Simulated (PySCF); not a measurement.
# Copper: a sound run and one with changed settings

Sound run: Cu [Ar] 3d10 4s1, Cu⁺ [Ar] 3d10. All numbers are calculated (PySCF 2.14, the spin-free X2C one-electron Hamiltonian (Gaussian nucleus), in cc-pVTZ-DK (7s6p4d2f1g, 68 functions)). In the sound run the correlated levels freeze [Ar]. The sound run starts from symmetry-adapted Hartree-Fock orbitals and uses a fine grid where one is needed.

Changed run: initial guess minao, at most 50 SCF cycles.

```tsv
species	method	sound run (hartree)	changed run (hartree)	converged
Cu	UHF	-1653.14877	-1653.14877	yes
Cu	M06-L	-1654.69266	-1654.69266	yes
Cu⁺	UHF	-1652.90716	-1652.90716	yes
Cu⁺	M06-L	-1654.40345	-1654.40345	yes
```

Here the plain start reaches the same solutions.
